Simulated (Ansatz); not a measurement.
Species: CH₈Si₃, SMILES `C/[SiH]=[SiH]/[SiH3]` (charge 0, multiplicity 1).

Problem. Give a relaxed geometry from PBE0-D3(BJ)/def2-TZVP run with Ansatz (an electronic-structure program).

Solution. the end point of this relaxation (outside a Z-matrix the atoms follow the SMILES, hydrogens last).
Z-matrix (Å, degrees):
```
Si
H 1 1.4843
C 1 1.8678 2 113.73
H 3 1.0908 1 110.47 2 -175.74
H 3 1.0926 4 108.82 1 -121.72
H 3 1.0931 4 108.49 5 -117.21
Si 1 2.1436 2 117.69 3 -166.92
H 7 1.4854 1 118.60 2 -176.82
Si 7 2.3106 8 120.21 1 -155.32
H 9 1.4867 7 106.80 8 171.46
H 9 1.4883 10 108.90 7 -120.61
H 9 1.4884 10 109.29 11 -117.52
```
